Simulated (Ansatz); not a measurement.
System: SiH3Cl, charge 0, singlet. SiH3Cl (chlorosilane, SMILES [SiH3]Cl).
B3LYP-D3(BJ)/def2-TZVP minimum from Ansatz (an electronic-structure program):
```
Si
H 1 1.4758
H 1 1.4758 2 110.45
H 1 1.4758 2 110.45 3 122.47
Cl 1 2.0663 2 108.48 4 118.76
```
Charge 0, spin multiplicity 1.

Wanted: atomisation energy (electronic, to ground-state atoms), in kJ/mol. UHF or UKS for unpaired electrons; spin-orbit terms are left out. CBS(X,Y): correlation extrapolated as X^-3, Hartree-Fock from the larger set (Q,5: extrapolated as (X+1)exp(-9√X)). A bracket is a step between two methods taken in the basis named. The functionals are non-relativistic, so their misses hold any scalar relativity. Double hybrids freeze cores in their MP2 part. 'core' is core correlation in cc-pwCVTZ (1s frozen past Ne), 'X2C' scalar relativity in cc-pVTZ-DK, both at CCSD(T). Where a partner has so few electrons that a lower coupled-cluster level is exact, that level stands in.

CCSD(T)/CBS(cc-pV(Q+d)Z,cc-pV(5+d)Z) + [CCSDT(Q) - CCSD(T)]/cc-pV(T+d)Z + core + X2C (Ansatz) gives 1420.8 kJ/mol.

Problem. How far off this value is PBE/def2-TZVPD (Ansatz), in which direction, and which of these levels come nearer: r2SCAN/def2-TZVPD, B2PLYP/def2-TZVPD, CCSD(T)/CBS(cc-pV(Q+d)Z,cc-pV(5+d)Z) + core + X2C?

Solution. PBE gives 1386.0 kJ/mol, 34.8 kJ/mol below it. Differences of the others: r2SCAN/def2-TZVPD (Ansatz) -6.6; B2PLYP/def2-TZVPD (Ansatz) -30.0; CCSD(T)/CBS(cc-pV(Q+d)Z,cc-pV(5+d)Z) + core + X2C (Ansatz) 0.3 kJ/mol. Nearer than PBE: r2SCAN/def2-TZVPD, B2PLYP/def2-TZVPD, CCSD(T)/CBS(cc-pV(Q+d)Z,cc-pV(5+d)Z) + core + X2C.
